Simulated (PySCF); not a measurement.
Computed properties of Ge(Et)(OH)3 (C2H8GeO3), SMILES [OH][Ge]([OH])([OH])[CH2]C

C2H8GeO3, SMILES C[CH2][Ge]([OH])([OH])[OH]. Geometry: B3LYP-D3(BJ)/def2-SVP. The values are those of a single conformer. All values are computed for the isolated molecule unless a solvent is named; none is compared with measurement here.

**Structure.** All 36 harmonic modes at B3LYP-D3(BJ)/def2-SVP (PySCF) are real, so it is a minimum. With heavy atoms numbered as in [CH3:1][CH2:2][Ge:3]([OH:4])([OH:5])[OH:6], the shortest bond between them is C1–C2 at 1.532 Å and the longest C2–Ge3 at 1.949 Å.

**Vibrations.** The strongest infrared lines (harmonic, unscaled, degenerate partners summed) lie at 904 cm⁻¹ (166 km/mol, H 89 %, O 10 %), 720 cm⁻¹ (150 km/mol, O 71 %, Ge 20 %), 343 cm⁻¹ (128 km/mol, H 71 %, O 28 %). The softest mode is at 32 cm⁻¹ and the zero-point energy is 66.4 kcal/mol.

**Electronic structure.** M06-2X/def2-TZVP (PySCF) places the frontier levels at -9.68 and 0.75 eV, a gap of 10.43 eV, and gives a dipole moment of 2.03 D and a mean polarisability of 60.5 bohr³. PBE/def2-TZVP (PySCF) at the same geometry gives -6.82 and -0.81 eV, so its gap is 4.42 eV narrower. An orbital gap is neither the optical nor the fundamental gap.

**Excitations.** TDA-ωB97X/def2-SVPD (PySCF) has S1 at 7.67 eV (162 nm, f = 0.135, bright); the most intense of the 6 singlets computed lies at 7.67 eV (f = 0.14). T1 (TDA) is at 7.17 eV, 0.50 eV under S1. TDA-PBE/def2-SVPD (PySCF) puts S1 at 6.01 eV. No vertical singlet excitation falls in the visible range (under 3.1 eV).

**NMR.** GIAO shifts at HF/pcSseg-1 (PySCF) (non-relativistic, atoms alike by connectivity averaged): ¹³C from 7.5 to 10.0 ppm against TMS; ¹H from 1.0 to 1.6 ppm against TMS.
